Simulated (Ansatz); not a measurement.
Geometry optimisation, RHF/def2-SVP in Ansatz 0.2.0.

The input (input.yaml):

```yaml
crystal:
  periodic: [false, false, false]
  atoms:
    - { symbol: Al, position_ang: [0.054999, -0.410483, 0.029226] }
    - { symbol: F, position_ang: [-0.062955, -0.248237, 1.691713] }
    - { symbol: O, position_ang: [1.588763, -0.57817, -0.603284] }
    - { symbol: H, position_ang: [1.903583, -0.668998, -1.483921] }
    - { symbol: O, position_ang: [-1.336429, -0.521615, -0.887032] }
    - { symbol: H, position_ang: [-2.249597, -0.439617, -0.680349] }
    - { symbol: Cl, position_ang: [0.023142, 2.826926, 1.151828] }
    - { symbol: H, position_ang: [0.038895, 1.841892, 2.035619] }
basis:
  gaussian: { orbitals: def2-SVP }
hamiltonian:
  xc: hf
relax:
  f_tol: 0.03
  max_steps: 50
output:
  orbitals: {}
```

Run as:

```bash
$ ansatz run input.yaml --threads 1 --pin off --max-ram 2048MiB --backend cpu --events-out ev --progress --plain --runs-dir out
```

Problem. Where does it end, and by what steps?

Solution. The run converged. After 8 steps the energy has fallen by 0.091 eV; Cl7 moved furthest, 0.53 Å.

| step | energy less start (eV) | largest force component (eV/Å) | accepted |
| --- | --- | --- | --- |
| 0 | 0.0000 | 1.129 | yes |
| 1 | -0.0374 | 0.799 | yes |
| 2 | -0.0556 | 0.965 | yes |
| 3 | -0.0700 | 0.678 | yes |
| 4 | -0.0880 | 0.236 | yes |
| 5 | -0.0891 | 0.158 | yes |
| 6 | -0.0895 | 0.130 | yes |
| 7 | -0.0908 | 0.085 | yes |
| 8 | -0.0914 | 0.017 | yes |

```xyz
8
Properties=species:S:1:pos:R:3
Al 0.043 -0.307 0.108
F -0.102 -0.455 1.754
O 1.584 -0.454 -0.533
H 1.871 -0.528 -1.425
O -1.327 -0.401 -0.857
H -2.241 -0.378 -0.641
Cl 0.045 2.402 0.832
H 0.086 1.922 2.015
```

Whether the end is a true minimum wasn't checked by a vibrational analysis.

The run took 19 s on 1 thread of Arm Neoverse V1, with other jobs on the host, peak memory 0.17 GiB.
